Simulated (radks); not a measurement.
The numbers below are computed, except where a source is named.
Charge is removed step by step from the 4p level of neutral krypton, starting from [Kr]. Level of theory: scalar-relativistic Kohn-Sham, r2SCAN, spin-unpolarised, spherical densities, finite nucleus; meta-GGA in the generalised Kohn-Sham scheme; Fermi nuclear charge, rms radius 4.1884 fm (a radial shooting solver on a logarithmic mesh with Libxc functionals).

| removed (e) | E - E(0) (eV) | eigenvalue (eV) | E minus straight line (eV) |
|---|---|---|---|
| 0 | 0.000 | -9.651 | 0.000 |
| 0.1 | 1.014 | -10.626 | -0.457 |
| 0.2 | 2.125 | -11.614 | -0.816 |
| 0.3 | 3.336 | -12.616 | -1.075 |
| 0.4 | 4.648 | -13.630 | -1.234 |
| 0.5 | 6.062 | -14.658 | -1.291 |
| 0.6 | 7.580 | -15.697 | -1.244 |
| 0.7 | 9.202 | -16.748 | -1.092 |
| 0.8 | 10.929 | -17.811 | -0.836 |
| 0.9 | 12.764 | -18.885 | -0.472 |
| 1 | 14.706 | -19.970 | 0.000 |

Removing the whole electron costs 14.706 eV by Delta-SCF, against 9.651 eV from minus the eigenvalue at the starting occupation. Slater's transition state (half an electron removed) gives 14.658 eV. Integrating minus the eigenvalue over the occupation (Janak's theorem) gives 14.708 eV. In this scalar-relativistic scheme the density is built from large components alone, so the theorem holds only approximately. The mean slope of the eigenvalue, de/dn, is 10.3 eV per electron. Ionisation energy of Kr in the NIST Atomic Spectra Database: 14.000 eV (measured).

Beside tabulated values, note that spin-unpolarised runs miss the spin-polarisation part of the exchange energy of open shells.
